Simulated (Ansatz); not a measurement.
The same path of C$_{2}$H$_{3}$BOS (8 atoms, charge 0, multiplicity 1) was run 3 times with different band settings. Lost on the way: B1–H6, S4–O5. Made: B1–S4, O5–H6.

Computed with RKS PBE-D4/def2-SVP in Ansatz 0.2.0.

Relaxed end points:

```xyz
8
Properties=species:S:1:pos:R:3
B -0.269 1.162 0.063
C 0.589 -0.006 0.556
C 0.215 -1.148 -0.112
S -1.061 -0.897 -1.249
O -1.183 0.754 -0.912
H -0.301 2.338 0.356
H 1.391 -0.033 1.307
H 0.619 -2.169 -0.010
```

```xyz
8
Properties=species:S:1:pos:R:3
B -0.290 0.675 -0.086
C 0.736 -0.256 0.630
C 0.310 -1.336 -0.073
S -1.021 -0.718 -1.160
O -0.586 1.986 -0.011
H -1.301 2.258 -0.616
H 1.529 -0.214 1.389
H 0.623 -2.396 -0.072
```

Common settings: spring 5.0 eV/Å²; optimiser quadratic models (default); force threshold 0.05 eV/Å; iteration limit 60; end points relaxed.

| run | movable images | climbing image | start path |
| --- | --- | --- | --- |
| 1 | 7 | yes | through a guess of the saddle point |
| 2 | 4 | no | through a guess of the saddle point |
| 3 | 7 | yes | straight line |

(1) What does each run give, and how far can it be trusted?

## Answers

(1) Run 1: converged after 28 iterations, highest image 2.431 eV above the first end. The profile has 2 maxima (images 2, 6) with wells between them (image 5): this band takes more than one step, which may be the mechanism or a detour left from its start path. Neighbouring images differ by up to 1.6 eV, so the band resolves the path poorly. The order of the stationary point at the top wasn't checked.
Run 2: converged after 22 iterations, highest image 1.164 eV above the first end. The profile has 2 maxima (images 1, 4) with wells between them (image 3): this band takes more than one step, which may be the mechanism or a detour left from its start path. No image climbed, so the highest image needn't sit at the top of the path. A band with more images between the same ends climbed to 2.43 eV, so this one has probably stepped over the top.
Run 3: converged after 17 iterations, highest image 2.431 eV above the first end. The profile has 2 maxima (images 2, 6) with wells between them (image 5): this band takes more than one step, which may be the mechanism or a detour left from its start path. Neighbouring images differ by up to 1.6 eV, so the band resolves the path poorly. The order of the stationary point at the top wasn't checked.
The orbitals stay closed-shell, which can raise the energy where a bond breaks towards radicals; this wasn't checked here.
